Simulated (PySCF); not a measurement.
Species: C5H8O4.
Bonds: C1–O2, O2–C3, C3–O4 (double), C3–C5, C5–O6, O6–C7, C7–C8, C7–O9 (double). Hydrogens: H10, H11, H12 on C1; H13, H14 on C5; H15, H16, H17 on C8.

The same species was optimised twice, with GFN2-xTB and with PBE0-D3(BJ)/def2-SVP (PySCF), and the same property calculations (PySCF, gas phase) were run on both structures.

```tsv
coordinate	GFN2-xTB	PBE0-D3(BJ)/def2-SVP	change
C3–C5 (Å)	1.528	1.515	-0.013
C5–O6 (Å)	1.413	1.402	-0.011
C1–O2 (Å)	1.425	1.419	-0.006
C7–C8 (Å)	1.500	1.496	-0.004
O6–C7 (Å)	1.348	1.351	+0.003
O2–C3 (Å)	1.330	1.332	+0.002
C3=O4 (Å)	1.198	1.199	+0.001
C7=O9 (Å)	1.201	1.200	-0.001
O4–C3–C5 (°)	124.4	125.1	+0.7
C3–C5–O6 (°)	110.3	110.9	+0.6
O2–C3–C5 (°)	110.5	110.1	-0.4
O2–C3–O4 (°)	125.1	124.8	-0.3
O6–C7–O9 (°)	122.9	122.7	-0.2
O6–C7–C8 (°)	110.9	111.1	+0.2
C1–O2–C3 (°)	116.0	115.9	-0.1
C8–C7–O9 (°)	126.2	126.2	0.0
C1–O2–C3–O4 (°)	2	1	-1
O2–C3–C5–O6 (°)	163	177	+14
C3–C5–O6–C7 (°)	-63	-73	-10
C5–O6–C7–C8 (°)	174	173	-1
```

Rotational constants: A = 3950, B = 928.0, C = 893.8 MHz (GFN2-xTB) against A = 4179, B = 876.8, C = 854.8 MHz (PBE0-D3(BJ)/def2-SVP). Point groups within 0.08 Å: C1 and C1.

On the GFN2-xTB structure: HOMO (eV) -8.06 [PBE0/pcSseg-1]; LUMO (eV) 0.20 [PBE0/pcSseg-1]; dipole (D) 1.74 [PBE0/pcSseg-1]; GIAO shielding of C1 (ppm) 132.7 [PBE0/pcSseg-1]; GIAO shielding of O2 (ppm) 153.5 [PBE0/pcSseg-1]; GIAO shielding of C3 (ppm) 10.8 [PBE0/pcSseg-1]; GIAO shielding of O4 (ppm) -94.9 [PBE0/pcSseg-1]; GIAO shielding of C5 (ppm) 121.0 [PBE0/pcSseg-1]; GIAO shielding of O6 (ppm) 131.0 [PBE0/pcSseg-1]; GIAO shielding of C7 (ppm) 9.6 [PBE0/pcSseg-1]; GIAO shielding of C8 (ppm) 164.1 [PBE0/pcSseg-1].

Q: What do these properties become on the PBE0-D3(BJ)/def2-SVP structure?

A: 
```json
{"property": "HOMO (eV)", "level": "PBE0/pcSseg-1", "on GFN2-xTB": "-8.06", "on PBE0-D3(BJ)/def2-SVP": "-8.06", "change": "0.00"}
{"property": "LUMO (eV)", "level": "PBE0/pcSseg-1", "on GFN2-xTB": "0.20", "on PBE0-D3(BJ)/def2-SVP": "0.21", "change": "+0.01"}
{"property": "dipole (D)", "level": "PBE0/pcSseg-1", "on GFN2-xTB": "1.74", "on PBE0-D3(BJ)/def2-SVP": "2.00", "change": "+0.26"}
{"property": "energy, GFN2-xTB geometry as zero (kcal/mol)", "level": "PBE0/pcSseg-1", "on GFN2-xTB": "0.0", "on PBE0-D3(BJ)/def2-SVP": "-0.6", "change": "-0.6"}
{"property": "GIAO shielding of C1 (ppm)", "level": "PBE0/pcSseg-1", "on GFN2-xTB": "132.7", "on PBE0-D3(BJ)/def2-SVP": "132.1", "change": "-0.6"}
{"property": "GIAO shielding of O2 (ppm)", "level": "PBE0/pcSseg-1", "on GFN2-xTB": "153.5", "on PBE0-D3(BJ)/def2-SVP": "158.6", "change": "+5.1"}
{"property": "GIAO shielding of C3 (ppm)", "level": "PBE0/pcSseg-1", "on GFN2-xTB": "10.8", "on PBE0-D3(BJ)/def2-SVP": "10.5", "change": "-0.3"}
{"property": "GIAO shielding of O4 (ppm)", "level": "PBE0/pcSseg-1", "on GFN2-xTB": "-94.9", "on PBE0-D3(BJ)/def2-SVP": "-99.6", "change": "-4.7"}
{"property": "GIAO shielding of C5 (ppm)", "level": "PBE0/pcSseg-1", "on GFN2-xTB": "121.0", "on PBE0-D3(BJ)/def2-SVP": "123.2", "change": "+2.2"}
{"property": "GIAO shielding of O6 (ppm)", "level": "PBE0/pcSseg-1", "on GFN2-xTB": "131.0", "on PBE0-D3(BJ)/def2-SVP": "137.7", "change": "+6.7"}
{"property": "GIAO shielding of C7 (ppm)", "level": "PBE0/pcSseg-1", "on GFN2-xTB": "9.6", "on PBE0-D3(BJ)/def2-SVP": "9.7", "change": "+0.1"}
{"property": "GIAO shielding of C8 (ppm)", "level": "PBE0/pcSseg-1", "on GFN2-xTB": "164.1", "on PBE0-D3(BJ)/def2-SVP": "162.8", "change": "-1.3"}
```

The heavy atoms differ by 0.156 Å rms after alignment. Among bonds between heavy atoms C3–C5 changes most (-0.013 Å). Changes are differences of the printed values. Neither structure is proved a minimum here.

The values belong to the conformer `[CH3:1][O:2][C:3](=[O:4])[CH2:5][O:6][C:7]([CH3:8])=[O:9]`: C1–O2–C3–O4 1°, O2–C3–C5–O6 177°, C3–C5–O6–C7 -73°, C5–O6–C7–C8 173°.
